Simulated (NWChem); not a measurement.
System: C$_{3}$H$_{3}$, doublet; SMILES [CH]=C=C

All runs: NWChem. Pople sets run with spherical d functions. Spin-unrestricted. In the optimisation the excess spin sits in b1 (C2v, its own frame). Geometry: optimised at PBE0/def2-SVP, spin-unrestricted. No stability test was run on the SCF state.

Problem. Taking PBE/6-311G** as the yardstick, which of these has the fewest basis functions while keeping “highest occupied level (eV)” within 0.2 eV of it: PBE/6-31G*; PBE/STO-3G; PBE/3-21G?

Solution. none of them.
| level | basis functions | highest occupied level (eV) |
|---|---|---|
| PBE/STO-3G | 18 | -2.86 |
| PBE/3-21G | 33 | -4.77 |
| PBE/6-31G* | 48 | -4.72 |
| PBE/6-311G** | 72 | -5.00 |

The yardstick is one finite set, not the basis-set limit.
